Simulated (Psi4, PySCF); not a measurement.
C$_{3}$H$_{9}$B, singlet, geometry from GFN2-xTB, atoms displaced at random by about 0.03 Å a coordinate. Base run: PBE0/STO-3G, gradient (PySCF).

The PySCF input:
```python
from pyscf import gto, scf, dft

mol = gto.M(
    atom='''
B    -0.002868    0.051254    0.002354
C     1.486757   -0.137200   -0.392193
H     1.820781   -1.166105   -0.365172
H     2.176823    0.317815    0.385382
H     1.719246    0.202214   -1.373249
C    -0.533084   -0.619655    1.283586
H    -1.278392   -1.343063    1.114661
H    -1.057944    0.122878    1.938486
H     0.235659   -1.053560    1.940660
C    -0.924926    0.759566   -0.942772
H    -1.976313    0.851133   -0.591553
H    -0.992108    0.316816   -1.905420
H    -0.579694    1.788048   -1.185307
''',
    basis='sto-3g',
    charge=0,
    spin=0,
    verbose=4,
)

mf = dft.RKS(mol)
mf.xc = 'pbe0'
mf.kernel()
g = mf.nuc_grad_method()
grad = g.kernel()
```

Programs used: Psi4, PySCF; a row that names a program was run with it.

The coordinate followed is x of atom 3.

The base run was repeated with changes; each row names its change, and settings that it needs were set with it.

```
change                                                  dE/dx (Eh/bohr)  net force (Eh/bohr)
------------------------------------------------------  ---------------  -------------------
base                                                           0.006184             0.000016
finite difference step (bohr) = 1e-4; conv_tol = 1e-11         0.006196                    -
grid_response = on                                             0.006196             0.000000
grids.level = 1; grid_response = on                            0.006205             0.000000
conv_tol = 1e-6                                                0.006183             0.000016
finite difference step (bohr) = 1e-5; conv_tol = 1e-11         0.006196                    -
finite difference step (bohr) = 1e-3; conv_tol = 1e-11         0.006196                    -
code = psi4                                                    0.006182             0.000020
conv_tol = 1e-4                                                0.006163             0.000016
grids.level = 5; grid_response = on                            0.006186             0.000000
grids.level = 0; grid_response = on                            0.005638             0.000000
density fitting = on                                           0.006181             0.000016
```

The net force is zero for an exact gradient.
